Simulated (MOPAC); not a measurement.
Input file for MOPAC: PM7 on LaC, 2S+1 = 2, a spin state set in the input, which need not be the lowest, a point of a bond scan (R = 1.935 Å).

```
PM7 1SCF PRECISE CHARGE=0 UHF MS=0.5 THREADS=1
CLa

La     0.00000000 1     0.00000000 1     0.00000000 1
C      0.00000000 1     0.00000000 1     1.93542500 1
```

Program output:

```
*******************************************************************************
 **                                                                           **
 **                              MOPAC v23.2.5                                **
 **                                                                           **
 *******************************************************************************
 ** MOPAC's Digital Object Identifier: https://doi.org/10.5281/zenodo.6511958 **
 **                                                                           **
 ** Please cite the open-source release paper for use of this MOPAC version:  **
 ** J. E. Moussa and J. J. P. Stewart (2026)                                  **
 ** MOPAC: An open-source semiempirical molecular orbital program             **
 ** J. Open Source Softw., 11(119), 8025, https://doi.org/10.21105/joss.08025 **
 *******************************************************************************

                              PM7 CALCULATION RESULTS

 *******************************************************************************
 *  PM7        - The PM7 Hamiltonian to be used
 *  UHF        - UNRESTRICTED HARTREE-FOCK CALCULATION
 *
 *
 *
 *                 CHARGE ON SYSTEM = 0
 *
 *
 *
 *  MS=        - IN MECI, MAGNETIC COMPONENT OF SPIN =  0.5
 *  PRECISE    - TIGHTER CRITERIA TO BE USED
 *  1SCF       - DO 1 SCF AND THEN STOP
 *  THREADS=1  - MULTI-THREADING NOT USED
 *  T=         - A TIME OF 172800.0 SECONDS REQUESTED
 *  DUMP=N     - RESTART FILE WRITTEN EVERY 7200.0 SECONDS REQUESTED
 *******************************************************************************
PM7 1SCF PRECISE CHARGE=0 UHF MS=0.5 THREADS=1
 CLa

   ATOM   CHEMICAL          X               Y               Z
  NUMBER   SYMBOL      (ANGSTROMS)     (ANGSTROMS)     (ANGSTROMS)

     1      La          0.00000000  *   0.00000000  *   0.00000000  *
     2       C          0.00000000  *   0.00000000  *   1.93542500  *



          CARTESIAN COORDINATES

    NO.       ATOM           X           Y           Z

     1        La          0.0000      0.0000      0.0000
     2         C          0.0000      0.0000      1.9354

 General Reference for PM7:
 "Optimization of Parameters for Semiempirical Methods VI: More Modifications to the
 NDDO Approximations and Re-optimization of Parameters", J. J. P. Stewart, J. Mol. Mod., 1:32, 19 (2013)
 https://link.springer.com/article/10.1007/s00894-012-1667-x

           Empirical Formula: C La  =     2 atoms



      MOLECULAR POINT GROUP   :   C*v


          UHF CALCULATION, NO. OF ALPHA ELECTRONS =    4
                           NO. OF BETA  ELECTRONS =    3

 -------------------------------------------------------------------------------
 PM7 1SCF PRECISE CHARGE=0 UHF MS=0.5 THREADS=1
 CLa



     1SCF WAS SPECIFIED, SO BFGS WAS NOT USED
     SCF FIELD WAS ACHIEVED


                              PM7 CALCULATION
                                                       MOPAC v23.2.5 Linux




          FINAL HEAT OF FORMATION =        238.37607 KCAL/MOL =     997.36547 KJ/MOL


          COSMO AREA              =        108.09 SQUARE ANGSTROMS
          COSMO VOLUME            =        103.00 CUBIC ANGSTROMS

          IONIZATION POTENTIAL    =          5.486075 EV
          ALPHA SOMO LUMO (EV)    =         -6.963  2.701
          BETA  SOMO LUMO (EV)    =         -5.486  1.639
          NO. OF ALPHA ELECTRONS  =          4
          NO. OF BETA  ELECTRONS  =          3
          MOLECULAR WEIGHT        =        150.9170         POINT GROUP:  C*v

          MOLECULAR DIMENSIONS (Angstroms)

            Atom       Atom       Distance
            C     2   La     1     1.93542
            C     2   La     1     0.00000
           La     1    C     2     0.00000


          SCF CALCULATIONS        =          1





   ATOM   CHEMICAL          X               Y               Z
  NUMBER   SYMBOL      (ANGSTROMS)     (ANGSTROMS)     (ANGSTROMS)

     1      La          0.00000000  *   0.00000000  *   0.00000000  *
     2       C          0.00000000  *   0.00000000  *   1.93542500  *

                             CARTESIAN COORDINATES

   1   La        0.000000000     0.000000000     0.000000000
   2    C        0.000000000     0.000000000     1.935425000


           Empirical Formula: C La  =     2 atoms



      MOLECULAR POINT GROUP   :   C*v


          ALPHA EIGENVALUES
 -15.10869  -7.37667  -7.04277  -6.96322   2.70139   2.78245   3.36983   3.60677
   4.67025   6.11879  77.56297  78.48711  79.69566


           BETA EIGENVALUES
 -13.55686  -6.86934  -5.48608   1.63928   1.80530   2.10256   2.71861   4.25497
   4.76243   6.33997  76.51547  77.06518  77.95118


              NET ATOMIC CHARGES AND DIPOLE CONTRIBUTIONS

  ATOM NO.   TYPE          CHARGE      No. of ELECS.   s-Pop       p-Pop       d-Pop
    1         La           0.890952        2.1090     0.87757     0.02051     1.21097
    2          C          -0.890952        4.8910     1.82045     3.07050
 DIPOLE           X         Y         Z       TOTAL
 POINT-CHG.     0.000     0.000    -8.283     8.283
 HYBRID         0.000     0.000    -0.924     0.924
 SUM            0.000     0.000    -9.206     9.206


          ATOMIC ORBITAL ELECTRON POPULATIONS

     Atom    s        px        py        pz      x^2-y^2     xz        z^2       yz        xy
    1 La   0.87757   0.00144   0.00124   0.01782   0.00228   0.99878   0.16190   0.04801   0.00000
    2  C   1.82045   0.99978   0.95074   1.11998


                    (SZ)    =    0.500000
                    (S**2)  =    1.803287


          ATOMIC ORBITAL SPIN POPULATIONS

    Atom   Total    s     px     py     pz   x^2-y^2  xz     z^2    yz     xy
         Atomic
    1 La -1.2726 -0.324  0.001  0.001 -0.000 -0.002 -0.930 -0.066  0.048 -0.000
    2  C  2.2726  0.034  0.929  0.951  0.359

 **********************
 *                    *
 * JOB ENDED NORMALLY *
 *                    *
 **********************




 == MOPAC DONE ==
```

The run finished. Its determinant has ⟨S²⟩ = 1.80, a mixture of spin states.

Cost: roughly 0.05 core-seconds.
